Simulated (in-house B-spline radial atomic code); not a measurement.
How numerical settings move a run on the indium ion In²⁺, [Kr] 4d10 5s1. Computed with an all-electron radial atomic-structure program (B-spline basis): non-relativistic BP86, spin-polarised, spherical fractional occupations, point nucleus.

Command:
```bash
python run_scf.py task.json out
```
Settings of the sound reference run:
```
Z                49
electrons        47
configuration    [Kr] 4d10 5s1
hamiltonian      nr
method           b88,p86
spin_polarised   True
knot_spacing     0.22
spline_order     8
gauss_points     12
box_radius       22.22
max_iterations   70
damping          0.5
damped_steps     3
diis_vectors     10
tolerance        1e-08
start            Thomas-Fermi
```

Time taken, with all properties: 0.18 s on 1 thread of Arm Neoverse V2, on a shared host.

It converges in 10 iterations to -5742.253950 hartree, with 5s up at -23.319 eV. The other runs change the listed settings, some to values that make no sense; their results aren't properties of the atom or ion. Radii are in bohr (the nuclear one in fm), a minus after a letter asks for a j subshell, and «unchanged» means within 1e-8 hartree. The run stops when the residual is below 10 × tolerance × max(1, Z/10), or a noise floor if that is larger, and the energy moves by less than 1e-8 × √|E| hartree; so very loose and very tight tolerances often act alike.

| changed settings | outcome |
| --- | --- |
| first_knot = 0.0612 | converged in 10 iterations, energy +5.15e-03 hartree from the reference, 5s up level +6.6e-06 eV |
| first_knot = 0.00612, max_iterations = 60, diis_vectors = 2, start = bare nucleus | converged in 19 iterations, energy -2.93e-07 hartree from the reference, 5s up level +1.3e-05 eV |
| first_knot = 0.0204 | converged in 10 iterations, energy +1.71e-07 hartree from the reference, 5s up level -2.3e-06 eV |
| gauss_points = 3, max_iterations = 60, damping = 0.95, tolerance = 1e-06 | converged in 10 iterations, energy -9.98e+05 hartree from the reference, 5s up level -8.9e+01 eV |
| first_knot = 0.00204 | converged in 10 iterations, energy +1.36e-07 hartree from the reference, 5s up level +3.2e-06 eV |
| first_knot = 2.04e-05 | converged in 9 iterations, energy -2.03e-06 hartree from the reference, 5s up level +4.0e-05 eV |
| knot_spacing = 0.55, spline_order = 4, gauss_points = 4, max_iterations = 100, start = bare nucleus | converged in 11 iterations, energy +2.10e+00 hartree from the reference, 5s up level +2.3e-01 eV |
| spline_order = 3 | converged in 10 iterations, energy +1.73e-01 hartree from the reference, 5s up level +1.6e-02 eV |
| spline_order = 10 | converged in 10 iterations, energy -1.10e-06 hartree from the reference, 5s up level +1.3e-06 eV |
| first_knot = 0.000204 | converged in 9 iterations, energy +5.27e-06 hartree from the reference, 5s up level +4.2e-05 eV |
| spline_order = 5 | converged in 10 iterations, energy +1.02e-04 hartree from the reference, 5s up level +1.9e-05 eV |
| spline_order = 7 | converged in 10 iterations, energy -7.68e-08 hartree from the reference, 5s up level +1.5e-06 eV |
| first_knot = 0.00612 | converged in 10 iterations, energy -2.93e-07 hartree from the reference, 5s up level +2.7e-06 eV |
| electrons = 48, configuration = [Kr] 4d10 5s1 6p-1, max_iterations = 50 | stopped with error: j subshells need the Dirac Hamiltonian and l > 0 |

(1) What happens with tolerance = 1e-13?

(2) What happens with first_knot = 2.04e-06?

(3) What happens with hamiltonian = dirac, method = r2scan, spin_polarised = False, nucleus = fermi, rms_radius = 4.6156, mass_number = 115, atomic_mass = 114.9039, speed_of_light = 137.036?

(4) What happens with tolerance = 1e-06?

Answers

(1) Converged in 10 iterations, energy unchanged.

(2) Converged in 9 iterations, energy +1.06e-06 hartree from the reference, 5s up level +3.6e-05 eV.

(3) Stopped with error: meta-GGAs are not served with the Dirac Hamiltonian.

(4) Converged in 9 iterations, energy unchanged, 5s up level +3.9e-05 eV.
